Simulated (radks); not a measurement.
Values are calculated unless marked as measured or tabulated.
Species: Sb II. Configuration: [Kr] 4d10 5s1 5p3 (not the ground configuration). Code: a radial shooting solver on a logarithmic mesh with Libxc functionals. Model: scalar-relativistic Kohn-Sham, OLYP, spin-polarised, spherical densities, finite nucleus; open shells are filled with parallel spins first (spin-orbit coupling, left out, can overturn this in heavy ions); Fermi nuclear charge, rms radius 4.6802 fm.

Normalised radial functions P(r) = r R(r), r in bohr:

r           4d up    5s up
0.001564   0.0000   0.0297
0.002137   0.0000   0.0385
0.002919   0.0000   0.0492
0.003988   0.0001   0.0619
0.005448   0.0003   0.0759
0.007442   0.0007   0.0900
0.01017    0.0016   0.1012
0.01389    0.0037   0.1048
0.01882    0.0083   0.0943
0.02572    0.0185   0.0616
0.03513    0.0400   0.0020
0.048      0.0821  -0.0782
0.06557    0.1576  -0.1512
0.08958    0.2758  -0.1663
0.1224     0.4259  -0.0750
0.1672     0.5515   0.1068
0.2284     0.5413   0.2485
0.3096     0.2905   0.1784
0.4229    -0.2144  -0.1222
0.5778    -0.7690  -0.3791
0.7893    -1.0649  -0.2563
1.078     -0.9636   0.2215
1.473     -0.6235   0.6712
2.013     -0.2948   0.7849
2.75      -0.0957   0.5563
3.756     -0.0184   0.2353
5.091     -0.0019   0.0606
6.955     -0.0001   0.0079
9.501     0.0000   0.0004
12.98     0.0000   0.0000
17.73     0.0000   0.0000

4d up: eigenvalue -43.453 eV, 1 radial node at r = 0.375 bohr, <r> = 1.03 bohr, 90 % of the charge inside 1.59 bohr. 5s up: eigenvalue -22.341 eV, 4 radial nodes at r = 0.0354, 0.141, 0.378, 0.947 bohr, <r> = 2.13 bohr, 90 % of the charge inside 3.09 bohr.
